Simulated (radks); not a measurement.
Spherical quantum dot in the effective-mass picture: electrons in a well V = -V0 / (1 + exp((r - R)/a)) with V0 = 10.5, R = 3.52, a = 0.17, all in effective atomic units (hartree* = m*/eps^2 hartree, bohr* = eps/m* bohr), one dielectric constant everywhere. Calculated with a radial shooting solver with Libxc functionals: non-relativistic Kohn-Sham, LDA (Slater exchange, Perdew-Wang correlation), spin-polarised, spherical densities. Levels are named by radial order and angular momentum (1s, 1p, 1d, 2s, ...), and open shells are averaged over m. Results are scaled to m* = 0.043 and eps = 6.2, for which hartree* = 30.44 meV and bohr* = 7.63 nm.

N = 18, configuration 1s2 1p6 1d10. This is the lowest configuration that the search found. Occupied and some empty levels:

level  occupation  eigenvalue (meV)  <r> (nm)
1s              2           -109.59     17.68
1p              6           -102.68     18.68
1d             10           -91.318     19.50
1f              0           -76.185     20.18
2s              0           -70.360     12.86
2p              0           -50.253     15.05

Energy (meV): total -3488.21, kinetic 492.18, external -5560.1, Hartree 1810.9, exchange-correlation -231.17.

Electron density:

r (nm)  n(r) (e/nm^3)
2.73       0.00002694
5.66       0.00004789
8.58       0.00009700
11.5        0.0001863
14.4        0.0003070
17.4        0.0004001
20.3        0.0003631
23.2        0.0001798
26.2       0.00003276
29.1        2.102e-06
32.0        9.535e-08
34.9        4.349e-09
37.9        2.152e-10
